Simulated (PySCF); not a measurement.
H3F3GaN, singlet, PBE0/def2-SVP optimised geometry.

```
8

Ga    -1.06    -0.62     0.00
F     -1.37    -1.48     1.50
F     -1.37    -1.48    -1.50
F     -1.35     1.11     0.00
N      1.00    -0.62     0.00
H      1.35     0.34    -0.02
H      1.35    -1.11    -0.82
H      1.35    -1.07     0.84
```

Density from PBE0/def2-TZVP (PySCF) at that geometry.

Minimum of the electron density along straight lines between bonded atoms, close to the bond critical point (lines longer than 1.1 times the sum of covalent radii, or with two minima, are not listed):

```tsv
bond	length / Å	ρ at the minimum / e bohr⁻³	∇²ρ there / e bohr⁻⁵	position (fraction from the first atom)
Ga1–F2	1.755	0.132	0.85	0.49
Ga1–F3	1.755	0.132	0.86	0.49
Ga1–F4	1.755	0.132	0.85	0.49
Ga1–N5	2.054	___	___	0.47
N5–H6	1.021	0.331	-1.70	0.75
N5–H7	1.021	0.331	-1.70	0.75
N5–H8	1.021	0.331	-1.70	0.75
```

Problem. Fill in the missing entries.

Solution. 
- Ga1–N5, ρ at the minimum / e bohr⁻³: 0.080
- Ga1–N5, ∇²ρ there / e bohr⁻⁵: 0.29
